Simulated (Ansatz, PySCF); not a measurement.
Gas-phase reaction R1 → P1, each structure at its B3LYP-D3(BJ)/def2-TZVP stationary point, reached from a drawn start; harmonic modes at that level show minima.
R1, C3H8O2 (SMILES COCOC) (charge 0, multiplicity 1, Z-matrix in Å and degrees):
```
C
O 1 1.3925
O 1 1.3925 2 106.31
H 1 1.1071 2 110.56 3 -120.03
H 1 1.1071 4 108.31 2 121.28
C 3 1.4115 1 112.44 4 -59.97
H 6 1.0879 3 107.02 1 180.00
H 6 1.0976 7 109.03 3 120.80
H 6 1.0976 7 109.03 8 118.39
C 2 1.4115 1 112.44 4 59.97
H 10 1.0879 2 107.02 1 -179.99
H 10 1.0976 11 109.03 2 120.80
H 10 1.0976 11 109.03 12 118.39
```
P1, C3H8O2 (SMILES COCOC) (charge 0, multiplicity 1):
```
atom    x (Å)    y (Å)    z (Å)
----  -------  -------  -------
C      1.3028   1.1684   0.6912
O     -0.0151   0.7180   0.9668
C     -0.8191   0.6046  -0.1748
O     -0.4110  -0.4036  -1.0578
C     -0.5634  -1.7141  -0.5335
H      1.8443   0.4619   0.0573
H      1.2850   2.1460   0.1945
H      1.8119   1.2623   1.6484
H     -1.8293   0.4091   0.2011
H     -0.7971   1.5293  -0.7614
H     -0.2630  -2.4059  -1.3180
H     -1.6085  -1.9070  -0.2629
H      0.0624  -1.8689   0.3490
```

P less R. No zero-point or thermal terms. One arrangement of each flexible species, with no search for the lowest.

Correlated levels freeze the cores.

The values were computed with Ansatz (a quantum-chemistry and plane-wave program); PySCF for the D3/D4 terms. No computed number here is a measurement.

```json
[
 {"level": "HF/cc-pVDZ", "reaction energy (kcal/mol)": "-5.68"},
 {"level": "BLYP/def2-TZVPP", "reaction energy (kcal/mol)": "-5.28"},
 {"level": "B3LYP/def2-TZVPP", "reaction energy (kcal/mol)": "-5.13"},
 {"level": "PBE0/def2-TZVPP", "reaction energy (kcal/mol)": "-4.98"},
 {"level": "BHLYP-D4/def2-TZVPP", "reaction energy (kcal/mol)": "-5.37"},
 {"level": "CAM-B3LYP-D3(BJ)/def2-TZVPP", "reaction energy (kcal/mol)": "-5.65"},
 {"level": "wB97M-V/def2-TZVPP", "reaction energy (kcal/mol)": "-5.69"},
 {"level": "CCSD/cc-pVDZ", "reaction energy (kcal/mol)": "…"},
 {"level": "CCSD(T)/cc-pVTZ", "reaction energy (kcal/mol)": "…"}
]
```

### Question
Fill in the missing entries.

### Answer

- CCSD/cc-pVDZ, reaction energy (kcal/mol): -6.58
- CCSD(T)/cc-pVTZ, reaction energy (kcal/mol): -6.02
